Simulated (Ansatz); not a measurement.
C$_{2}$H$_{9}$BSi (`CB[SiH2]C`), relaxed with RKS PBE-D4/def2-SVP in the Gaussian-basis code of Ansatz from a rough embedded geometry. The force threshold is 0.03 eV/Å; the program also tests the step.

Charge 0, multiplicity 1.

Start:

```xyz
13

C     0.881   -0.787    1.386
B     0.468   -1.307   -0.009
Si   -0.450   -0.134   -1.210
C    -0.779    1.607   -0.442
H     1.384   -1.657    1.970
H     1.558    0.052    1.379
H    -0.041   -0.501    2.002
H     0.683   -2.379   -0.362
H    -1.744   -0.648   -1.563
H     0.362    0.092   -2.435
H     0.272    2.012   -0.137
H    -1.260    2.258   -1.121
H    -1.335    1.392    0.543
```

Task: How much energy does the relaxation release, and in how many steps? (Estimate.)

Result: The calculation gave: 58.96 kJ/mol, in 11 steps, 1 of them rejected.

Task: Which bonds change most? (Estimate.)

Result: The calculation gave: B2–Si3 from 1.913 to 2.027 Å; Si3–H9 from 1.436 to 1.513 Å; B2–H8 from 1.149 to 1.223 Å; C4–H11 from 1.167 to 1.109 Å.

Task: Give the relaxed structure. (An estimate is asked.)

Result: The calculation gave: 
```xyz
13

C     0.987   -0.916    1.476
B     0.428   -1.326    0.078
Si   -0.490   -0.047   -1.198
C    -0.749    1.709   -0.519
H     1.855   -1.510    1.832
H     1.158    0.164    1.649
H     0.142   -1.208    2.156
H     0.508   -2.500   -0.257
H    -1.816   -0.613   -1.658
H     0.376    0.021   -2.441
H     0.220    2.160   -0.220
H    -1.217    2.373   -1.273
H    -1.405    1.692    0.376
```
